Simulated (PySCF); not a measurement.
ClCs, singlet, at the geometry of the source list (all electrons, no relativity); HF/3-21G in PySCF.

The PySCF input:
```python
from pyscf import gto, scf

mol = gto.Mole()
mol.atom = '''
    Cs   -0.89640000   -0.79160000   -0.84180000
    Cl    0.89640000    0.79160000    0.84180000
'''
mol.basis = '3-21g'
mol.verbose = 4
mol.build()

mf = scf.RHF(mol)
mf.kernel()
mf.analyze()
```

What the program printed (banner, timings and long lists left out):

```
PySCF version 2.14.0

[INPUT] verbose = 4
[INPUT] num. atoms = 2
[INPUT] num. electrons = 72
[INPUT] charge = 0
[INPUT] spin (= nelec alpha-beta = 2S) = 0
[INPUT] symmetry False subgroup None
[INPUT] Mole.unit = angstrom
[INPUT] Symbol           X                Y                Z      unit          X                Y                Z       unit  Magmom
[INPUT]  1 Cs    -0.896400000000  -0.791600000000  -0.841800000000 AA   -1.693950498060  -1.495907200206  -1.590771451659 Bohr   0.0
[INPUT]  2 Cl     0.896400000000   0.791600000000   0.841800000000 AA    1.693950498060   1.495907200206   1.590771451659 Bohr   0.0

nuclear repulsion = 169.160359167453
number of shells = 22
number of NR pGTOs = 111
number of NR cGTOs = 48
basis = 3-21g
ecp = {}

******** <class 'pyscf.scf.hf.RHF'> ********
method = RHF
initial guess = minao
damping factor = 0
level_shift factor = 0
DIIS = <class 'pyscf.scf.diis.CDIIS'>
diis_start_cycle = 1
diis_space = 8
diis_damp = 0
SCF conv_tol = 1e-09
SCF conv_tol_grad = None
SCF max_cycles = 50
direct_scf = True
direct_scf_tol = 1e-13
Set gradient conv threshold to 3.16228e-05
Initial guess from minao.
init E= -7966.08537042611
  HOMO = -0.455659595739124  LUMO = -0.0588099404305984  gap/eV = 10.79883
cycle= 1 E= -7987.43126401956  delta_E= -21.3  |g|= 0.353  |ddm|= 1.36
  HOMO = -0.230248969146741  LUMO = 0.0130843552483999  gap/eV = 6.62144
cycle= 2 E= -7987.46054196127  delta_E= -0.0293  |g|= 0.108  |ddm|= 0.665
  HOMO = -0.29333306932732  LUMO = 0.0123109368261276  gap/eV = 8.31700
cycle= 3 E= -7987.46320249548  delta_E= -0.00266  |g|= 0.00497  |ddm|= 0.137
  HOMO = -0.293393329507797  LUMO = 0.0123678859092167  gap/eV = 8.32019
cycle= 4 E= -7987.46321354129  delta_E= -1.1e-05  |g|= 0.000998  |ddm|= 0.0135
  HOMO = -0.293669054833401  LUMO = 0.0124292084697613  gap/eV = 8.32936
cycle= 5 E= -7987.46321422168  delta_E= -6.8e-07  |g|= 0.000161  |ddm|= 0.00357
  HOMO = -0.293658308463973  LUMO = 0.0124342038657239  gap/eV = 8.32920
cycle= 6 E= -7987.46321424718  delta_E= -2.55e-08  |g|= 3.34e-05  |ddm|= 0.000623
  HOMO = -0.293663356362196  LUMO = 0.0124356990568495  gap/eV = 8.32938
cycle= 7 E= -7987.46321424895  delta_E= -1.76e-09  |g|= 5.81e-06  |ddm|= 0.000153
  HOMO = -0.293663562503937  LUMO = 0.0124358484409994  gap/eV = 8.32939
cycle= 8 E= -7987.46321424899  delta_E= -4.37e-11  |g|= 5.83e-07  |ddm|= 3.36e-05
  HOMO = -0.293663532769799  LUMO = 0.0124358538637974  gap/eV = 8.32939
Extra cycle  E= -7987.46321424901  delta_E= -1.55e-11  |g|= 2.18e-07  |ddm|= 1.87e-06
converged SCF energy = -7987.46321424901
**** SCF Summaries ****
Total Energy =                       -7987.463214249005432
Nuclear Repulsion Energy =             169.160359167453095
One-electron Energy =               -11305.320034369731729
Two-electron Energy =                 3148.696460953272890
Two-electron Coulomb Energy =         3360.266700783111446
DFT Exchange-Correlation Energy =     -211.570239829838556
HOMO-LUMO gap [eV] =                     8.329388570172007
**** MO energy ****
MO #1   energy= -1265.52314507963  occ= 2
MO #2   energy= -197.594709190097  occ= 2
MO #3   energy= -185.787531437523  occ= 2
MO #4   energy= -185.787531437522  occ= 2
MO #5   energy= -185.787490958152  occ= 2
MO #6   energy= -103.902190234113  occ= 2
MO #7   energy= -42.5772750183102  occ= 2
MO #8   energy= -37.4864651448047  occ= 2
MO #9   energy= -37.4864651448043  occ= 2
MO #10  energy= -37.4859656970343  occ= 2
MO #11  energy= -28.0436697149779  occ= 2
MO #12  energy= -28.0436697149775  occ= 2
MO #13  energy= -28.0432022386298  occ= 2
MO #14  energy= -28.0432022386295  occ= 2
MO #15  energy= -28.0430640951199  occ= 2
MO #16  energy= -10.2928995431908  occ= 2
MO #17  energy= -8.6735356068753   occ= 2
MO #18  energy= -7.7559975597075   occ= 2
MO #19  energy= -7.75507458125423  occ= 2
MO #20  energy= -7.75507458125417  occ= 2
MO #21  energy= -6.75041626283006  occ= 2
MO #22  energy= -6.75041626282981  occ= 2
MO #23  energy= -6.74869497520419  occ= 2
MO #24  energy= -3.36296866257934  occ= 2
MO #25  energy= -3.36296866257919  occ= 2
MO #26  energy= -3.36121620556628  occ= 2
MO #27  energy= -3.36121620556609  occ= 2
MO #28  energy= -3.3606577387227   occ= 2
MO #29  energy= -1.22917444524555  occ= 2
MO #30  energy= -0.884655358939011 occ= 2
MO #31  energy= -0.683399971867963 occ= 2
MO #32  energy= -0.683399971867872 occ= 2
MO #33  energy= -0.673318863752832 occ= 2
MO #34  energy= -0.29461460444919  occ= 2
MO #35  energy= -0.294614604449185 occ= 2
MO #36  energy= -0.293663532769799 occ= 2
MO #37  energy= 0.0124358538637974 occ= 0
MO #38  energy= 0.209813328198064  occ= 0
MO #39  energy= 0.30130152701672   occ= 0
MO #40  energy= 0.301301527017019  occ= 0
MO #41  energy= 0.359695103099282  occ= 0
MO #42  energy= 0.869201709259297  occ= 0
MO #43  energy= 0.952183062252622  occ= 0
MO #44  energy= 0.952183062252659  occ= 0
 ** Mulliken pop on meta-lowdin orthogonal AOs  **
 ** Mulliken pop  **
 ** Mulliken atomic charges  **
charge of    0Cs =      0.95041
charge of    1Cl =     -0.95041
Dipole moment(X, Y, Z, Debye): -8.24510, -7.28115, -7.74289
```
